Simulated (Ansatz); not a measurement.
Pulling on the As1–H2 bond in AsH3 (SMILES [AsH3]) (multiplicity 1 held, fragments rigid). Energies count from the point at 1.525 Å.
Geometry at that point (charge 0, multiplicity 1):
```xyz
4

As     0.0004     0.0004     0.0708
H     -0.2814     1.2323    -0.7831
H     -0.9371    -0.8619    -0.7681
H      1.2044    -0.3827    -0.7836
```

R- and RO- levels are restricted; in cc, def2 and unpolarised 6-31G sets they are followed outwards from rest. U- levels take the lowest unrestricted solution at each point, which mixes spins at long bonds. Active spaces are followed from a long bond inwards. Full CI gives the lowest state of the spin. Curves can end on different states.

Correlated levels freeze the cores. Filled d and f shells under p-block atoms count as core.

Codes used: Ansatz (Gaussian basis) for Hartree–Fock, density functionals and correlated methods. 

Energies in kcal/mol.

```tsv
R (Å)	R-MP2/6-31G	U-MP2/6-31G	R-CCSDT/6-31G	FIC-NEVPT4(SD) on CASSCF(2,2)/6-31G	FIC-MRCISD+Q on CASSCF(2,2)/6-31G	FCI/6-31G
1.220	33.0	33.0	34.3	34.5	34.3	34.3
1.373	6.8	6.8	7.5	7.7	7.5	7.5
1.525	0.0	0.0	0.0	0.0	0.0	0.0
1.678	3.1	3.1	2.1	2.0	2.1	2.1
1.830	10.9	10.9	8.6	8.5	8.6	8.6
2.059	26.1	29.6	21.2	20.9	21.1	21.2
2.288	41.7	45.6	33.4	33.1	33.4	33.4
2.669	64.7	55.8	48.9	48.6	48.8	48.9
3.050	81.6	58.9	57.5	57.1	57.4	57.5
3.508	93.4	60.1	61.8	61.4	61.7	61.8
4.118	96.3	60.4	63.3	63.0	63.3	63.4
4.881	84.9	60.5	63.7	63.4	63.7	63.7
```

Doubts at one or more of the structures used: a restricted determinant that unrestricted orbitals would lower (R-MP2/6-31G, R-CCSDT/6-31G); a spin-contaminated determinant (U-MP2/6-31G); other coupled-cluster roots lie near (R-CCSDT/6-31G); T1 above 0.05 (R-CCSDT/6-31G).

Ansatz is an electronic-structure program.
